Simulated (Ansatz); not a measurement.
Ansatz (a program for electronic structure) input (BHLYP/def2-TZVPD):

Ansatz 0.2 input:
```yaml
crystal:
  periodic: [false, false, false]
  atoms:
    - {symbol: W, position_ang: [-0.00000000, 0.00000000, -0.00000000]}
    - {symbol: C, position_ang: [1.75825346, -0.37704613, -1.11732643]}
    - {symbol: H, position_ang: [2.33164077, -1.20757294, -0.68609311]}
    - {symbol: H, position_ang: [2.41164940, 0.50451993, -1.13794183]}
    - {symbol: H, position_ang: [1.51942476, -0.63994586, -2.15576495]}
    - {symbol: C, position_ang: [0.52204712, 0.50071019, 1.98967170]}
    - {symbol: H, position_ang: [-0.37086226, 0.70223410, 2.59515573]}
    - {symbol: H, position_ang: [1.15517408, 1.39666805, 2.01999902]}
    - {symbol: H, position_ang: [1.07516544, -0.31542483, 2.47184774]}
    - {symbol: C, position_ang: [-1.06212461, 1.60782796, -0.87682264]}
    - {symbol: H, position_ang: [-1.98100827, 1.82750431, -0.31833800]}
    - {symbol: H, position_ang: [-1.34719657, 1.37747246, -1.91131783]}
    - {symbol: H, position_ang: [-0.45497193, 2.52193825, -0.89349471]}
    - {symbol: C, position_ang: [-1.21817598, -1.73149202, 0.00447737]}
    - {symbol: H, position_ang: [-1.50580658, -2.01659941, -1.01556791]}
    - {symbol: H, position_ang: [-2.13961827, -1.56656757, 0.57741191]}
    - {symbol: H, position_ang: [-0.69359057, -2.58422649, 0.45410393]}
basis:
  gaussian:
    orbitals: def2-TZVPD
hamiltonian:
  xc: {name: BHLYP}
magnetization: {spin_polarized: true, initial_magnetization: 2}
output: {forces: true}
```

End of the output:

```
integrals: 0.29 GiB planned
2003 factors; their error is unknown
0.47 GiB of the device are held for the grids
2.07 GiB of device memory are held for the factors and their scratch space
mean field: 2.80 GiB planned
mean field evaluation 1: about -6149.9088 eV, gradient 5.6e1 eV
mean field evaluation 2: about -6148.7477 eV, gradient 5.6e1 eV
mean field evaluation 4: about -6163.5404 eV, gradient 2.3e0 eV
mean field evaluation 8: about -6163.5712 eV, gradient 1.6e-1 eV
mean field evaluation 16: about -6163.6009 eV, gradient 1.7e-4 eV
mean field -6163.60093785 eV, -226.5081566271 hartree, gradient 3.5e-5 eV, S^2 2.013958; 0 other end points of the search recorded, 0 dependent functions left out
the calculation of the forces begins
reference -6163.60118860 eV, -226.5081658419 hartree; 26, 24 occupied and 273, 275 virtual orbitals, 2003 factors
Total energy: -6163.60118860 eV, -226.5081658419 hartree
Atom 0 at    -0.000000     0.000000    -0.000000 Å, force    -0.000000     0.000001     0.000001 eV/Å
Atom 1 at     1.758253    -0.377046    -1.117326 Å, force     0.186253    -0.039941    -0.118359 eV/Å
Atom 2 at     2.331641    -1.207573    -0.686093 Å, force    -0.116024     0.192314    -0.114536 eV/Å
Atom 3 at     2.411649     0.504520    -1.137942 Å, force    -0.134957    -0.212822    -0.007614 eV/Å
Atom 4 at     1.519425    -0.639946    -2.155765 Å, force     0.076172     0.057995     0.233236 eV/Å
Atom 5 at     0.522047     0.500710     1.989672 Å, force     0.055301     0.053040     0.210766 eV/Å
Atom 6 at    -0.370862     0.702234     2.595156 Å, force     0.217126    -0.042088    -0.121031 eV/Å
Atom 7 at     1.155174     1.396668     2.019999 Å, force    -0.143980    -0.206413     0.015069 eV/Å
Atom 8 at     1.075165    -0.315425     2.471848 Å, force    -0.125048     0.198720    -0.091852 eV/Å
Atom 9 at    -1.062125     1.607828    -0.876823 Å, force    -0.112511     0.170317    -0.092882 eV/Å
Atom 10 at    -1.981008     1.827504    -0.318338 Å, force     0.205561    -0.034006    -0.141957 eV/Å
Atom 11 at    -1.347197     1.377472    -1.911318 Å, force     0.055582     0.072485     0.234989 eV/Å
Atom 12 at    -0.454972     2.521938    -0.893495 Å, force    -0.155545    -0.198330    -0.005858 eV/Å
Atom 13 at    -1.218176    -1.731492     0.004477 Å, force    -0.129042    -0.183419     0.000474 eV/Å
Atom 14 at    -1.505807    -2.016599    -1.015568 Å, force     0.054443     0.048107     0.241426 eV/Å
Atom 15 at    -2.139618    -1.566568     0.577412 Å, force     0.204424    -0.058385    -0.135525 eV/Å
Atom 16 at    -0.693591    -2.584226     0.454104 Å, force    -0.137753     0.182426    -0.106346 eV/Å
Dipole moment:     0.000000    -0.000000    -0.000000 e Å
```

The spin state was set by rule; other spins were not relaxed.
